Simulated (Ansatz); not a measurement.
CdI₂, relaxed as a singlet with RKS PBE0-D4/def2-TZVP in Ansatz, starting from the GFN2-xTB geometry. Force threshold 0.02 eV/Å.

In the def2 sets Cd, I take a core potential; there is no spin–orbit coupling.

Start:

```csv
atom,x (Å),y (Å),z (Å)
Cd1,0.0064,-0.0114,0.0125
I2,1.7261,1.7936,0.8602
I3,-1.7325,-1.7822,-0.8726
```

(1) Estimate the energy that the relaxation releases and the steps that it takes.

(2) Does the start keep its bonding and symmetry?

(3) Predict the relaxed structure.

Answers

(1) 0.5 kcal/mol, in 3 steps; 11 s on 4 threads of Intel Xeon on a shared host. No frequencies were taken in this run, so the end may be a saddle point.

(2) By distances, no bond broke or formed. The bond that changes most is Cd1–I3, from 2.63 to 2.59 Å (atoms count from 1). Point group D∞h at the start, D∞h at the end, both within 0.05 Å.

(3) 
| atom | x (Å) | y (Å) | z (Å) |
| --- | --- | --- | --- |
| Cd1 | 0.002 | -0.003 | 0.003 |
| I2 | 1.698 | 1.758 | 0.850 |
| I3 | -1.700 | -1.755 | -0.853 |
Bond lengths: 2 × Cd–I 2.59 Å.
